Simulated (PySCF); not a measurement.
Static response to an electric field

Compound: Si(vinyl)Br3, C2H3Br3Si.
Structure used (PBE0-D3(BJ)/def2-SVP), in Å, numbered top down from 1:
```
atom  x, y, z in Å
Si1   -0.1264    0.3043   -1.1545
C2    -0.1792    0.3299    0.7013
C3     0.3138   -0.6523    1.4618
H4    -0.6308    1.2102    1.1738
H5     0.7724   -1.5492    1.0304
H6     0.2819   -0.6024    2.5555
Br7    1.9679    0.2932   -1.8807
Br8   -1.1486    2.1014   -1.9467
Br9   -1.1182   -1.5045   -1.9665
```

Level: CAM-B3LYP/def2-SVPD (PySCF), static field, nuclei fixed, core orbitals frozen in the response. The polarisability tensor in these axes (au):

```
x   109.27  -3.71   3.74
y    -3.71 115.02  -7.16
z     3.74  -7.16 110.85
```

What are the eigenvalues, a third of the trace, and Δα (Δα² = ½Σ(αi − αj)² over the three pairs)?

Principal values 105.22, 107.47 and 122.45 au; mean 111.71 au = 16.55 Å³ = 18.42 × 10⁻⁴⁰ C²·m²/J; Δα = 16.23 au (15 % of the mean).

What is the dipole moment, and where does it point?

(0.08, -0.27, 2.19) D, 2.21 D in size, pointing from the negative to the positive side. Measured along this direction, the outermost atoms are Br8 at the negative end and H6 at the positive end.

What are the principal values of the traceless quadrupole moment, Θ = ½Σq(3rr − r²1), about the centre of nuclear charge?

-6.01, -1.19, 7.20 D·Å. The values depend on the origin, since the dipole doesn't vanish. The electronic extent ⟨r²⟩ about the same centre is 2310 bohr², a root-mean-square distance of 2.20 Å for the 134 electrons.

Find the Langevin capture rate constant for NH4+ (18.034 u) meeting this molecule (291.755 u), k = 2.342 × 10⁻⁹ cm³/s × √(α in Å³ / reduced mass in u).

The reduced mass is 16.98 u, so k = 2.31 × 10⁻⁹ cm³/s. The formula leaves out the permanent dipole, which adds to the capture rate.

Molar refractivity from α?

Lorentz–Lorenz: R = (4π/3)N_A α = 2.5225 cm³/(mol·Å³) × 16.55 Å³ = 41.8 cm³/mol, in the limit of long wavelengths.

One conformer (not necessarily the lowest) at the PBE0-D3(BJ)/def2-SVP geometry, without solvent, vibrations or thermal averaging. The calculation is non-relativistic, for bromine too.
